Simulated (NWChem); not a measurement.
System: SiHF3; SMILES F[SiH](F)F

Input file for NWChem:

```
start job
memory heap 200 mb stack 900 mb global 1100 mb
geometry units angstroms noautoz
  Si     0.000000     0.000000     0.327466
  F      1.443054    -0.384711    -0.243129
  F     -1.054697    -1.057366    -0.243129
  F     -0.388357     1.442077    -0.243129
  H      0.000000     0.000000     1.793609
end
basis spherical
  * library 6-311g**
end
dft
  xc xtpss03 ctpss03
  iterations 150
  mulliken
end
task dft energy
```

The geometry was optimised at PBE0/def2-SVP.

Problem. Give the results of this calculation. (TPSS/6-311G** (spherical d).) Quantities: basis functions; energy (Ha); highest occupied level (eV); orbital gap (eV); dipole (D).

Solution. The number of basis functions is 86. The energy (Ha) is -589.93. The highest occupied level (eV) is -9.85 and the orbital gap (eV) is 10.23. The dipole (D) comes out as 1.52.
